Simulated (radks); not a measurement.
Results of a calculation; reference values are marked as such.
Species: Ni26+. Configuration: 1s1 7d1 (not the ground configuration).

Level of theory: scalar-relativistic Kohn-Sham, r2SCAN, spin-unpolarised, spherical densities, finite nucleus; meta-GGA in the generalised Kohn-Sham scheme; Fermi nuclear charge, rms radius 3.7757 fm (a radial shooting solver on a logarithmic mesh with Libxc functionals).

Energy parts (hartree):
part                      energy
total                 -401.76573
kinetic                410.22937
electron-nucleus      -814.41733
Hartree                  9.58367
exchange-correlation    -7.16144

Orbitals (lengths in bohr, moments of r in powers of bohr; r(max) is where P^2 peaks; r(90%) holds 90 % of the orbital's charge):
[
 {"orbital": "1s", "occ.": "1", "eigenvalue (hartree)": "-387.3315", "r(max)": "0.03502", "r(90%)": "0.0943", "<r^2>": "0.003759"},
 {"orbital": "7d", "occ.": "1", "eigenvalue (hartree)": "-7.29088", "r(max)": "2.928", "r(90%)": "3.57", "<r^2>": "7.678"}
]

The highest occupied level is 7d at -198.40 eV. Summed over all electrons, <r^2> = 7.682 bohr^2, which gives a Langevin (diamagnetic) susceptibility term of -6.08 x 10^-6 cm^3/mol. The electron density at the nucleus is 9186 e/bohr^3 (large components only). The density falls to 0.001 e/bohr^3 at r = 3.77 bohr.
